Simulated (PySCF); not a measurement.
# Structure from NMR data

An unknown has the formula C₈H₁₂Si. Its calculated NMR data are:

¹H NMR (500 MHz, computed): δ 7.15 (t, 1H), 5.01 (m, 2H), 2.74 (sept, 1H), 1.89 (m, 2H), 1.22 (d, 6H).

¹³C{¹H} NMR (computed): δ 163.7, 135.8, 108.1, 85.2, 25.5, 24.6, 18.5.

[PySCF 2.14: geometry from GFN2-xTB; PBE0/pcSseg-1 with gauge-including orbitals; one computed conformer; averaged over atoms made equivalent by symmetry, fast rotation or ring inversion; no solvent; relativity neglected]

References, each an isolated molecule treated in the same way: ¹H and ¹³C vs TMS.

Which of these isomers gave the spectra?
A. CC(C)C#CC1=CC[SiH2]1
B. C=C(C)[C@]1(C#CC)C[SiH2]1
C. CCCC#CC1=CC[SiH2]1
D. Cc1ccc(C[SiH3])cc1
E. C=C[Si](C=C)(C=C)C=C

Results:

A. 

Rings plus π bonds: 4 (1 ring in the answer). 7 carbon signals for 8 carbons: some carbons are equivalent by symmetry or fast rotation. Carbon types of the structure: 3 × C, 2 × CH, 1 × CH2, 2 × CH3, leaving 2 H on heteroatoms. δC 163.7: alkene CH; an sp2 carbon of a C=C bond. δC 135.8: fully substituted alkene carbon; the olefinic region. δC 108.1, 85.2: alkyne carbon. δC 24.6: propargylic sp3 CH; aliphatic region, no heteroatom directly attached. δH 7.15: hydrogen on an alkene CH; olefinic region.

The others: CCCC#CC1=CC[SiH2]1 would give 8 carbon signals, not 7; C=C(C)[C@]1(C#CC)C[SiH2]1 would give 8 carbon signals, not 7; Cc1ccc(C[SiH3])cc1 would give 6 carbon signals, not 7; C=C[Si](C=C)(C=C)C=C would give 2 carbon signals, not 7.

Shifts are as computed. Against solution values, carbons near 30 ppm lie about +3 ppm off and those near 130 ppm about +5 ppm. Of 1309 compounds with measured shifts, 239 miss one by over three times the rms of a fit or turn the order of signals round; such compounds aren't used in these exercises. Multiplicities follow the n + 1 count of equivalent neighbours, as no J values were calculated; m marks all less simple cases, F and P coupling included.
